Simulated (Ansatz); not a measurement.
Start from `N[SiH2]O[SiH2]N` and change one atom or group to get `N[SiH2][O][GeH3]`.

Ansatz, PBE0-D4/def2-TZVP geometries, multiplicity 1. Each molecule was computed in one conformer, which needn't be the lowest.

Scalar relativity is left out up to krypton.

```json
{"property": "HOMO–LUMO gap (B3LYP/def2-TZVPP) / eV", "`N[SiH2]O[SiH2]N`": "7.70"}
{"property": "HOMO–LUMO gap (PBE0/def2-TZVPP) / eV", "`N[SiH2]O[SiH2]N`": "8.26"}
{"property": "HOMO energy (B3LYP/def2-TZVPP) / eV", "`N[SiH2]O[SiH2]N`": "-7.37"}
{"property": "HOMO energy (ωB97M-V/def2-TZVPP) / eV", "`N[SiH2]O[SiH2]N`": "-10.05"}
{"property": "HOMO energy (PBE0/def2-TZVPP) / eV", "`N[SiH2]O[SiH2]N`": "-7.63"}
{"property": "HOMO energy (PBE/def2-TZVPP) / eV", "`N[SiH2]O[SiH2]N`": "-6.17"}
```

**Question.** Give the same properties after the change, and the shifts. (An estimate is asked.)

**Answer.** Ansatz gave: 
```
                             property  `N[SiH2][O][GeH3]`  shift
HOMO–LUMO gap (B3LYP/def2-TZVPP) / eV                7.45  -0.25
 HOMO–LUMO gap (PBE0/def2-TZVPP) / eV                7.97  -0.29
  HOMO energy (B3LYP/def2-TZVPP) / eV               -7.43  -0.06
HOMO energy (ωB97M-V/def2-TZVPP) / eV              -10.11  -0.06
   HOMO energy (PBE0/def2-TZVPP) / eV               -7.70  -0.07
    HOMO energy (PBE/def2-TZVPP) / eV               -6.26  -0.09
```

With PBE0 the HOMO falls by 0.07 eV and the LUMO falls by 0.36 eV, so the gap narrows by about 0.29 eV. PBE moves the HOMO by -0.09 eV and ωB97M-V by -0.06 eV.

Positive LUMOs are unbound, so they and the gaps depend on the basis.

B3LYP here is the variant with VWN-RPA as its local correlation; programs differ in this.
